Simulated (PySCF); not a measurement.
SeF₂, SMILES F[Se]F. Geometry optimised at ωB97X-D3(BJ)/def2-TZVP.

TDDFT-LC-ωPBE/def2-SVPD (PySCF) puts the lowest singlet excitations at 2.88, 4.06, 7.13, 8.27, 8.43, 8.53 eV.

Question: What are the lowest excitation roots from ADC(2)/aug-cc-pVDZ run with PySCF? (The exact figures need the calculation; the answer reports its results.)

Answer: 3.06, 4.30, 6.78, 7.82, 7.88, 8.09 eV. S1 differs by 0.18 eV (second minus first; roots are paired by order, and the bases may differ).
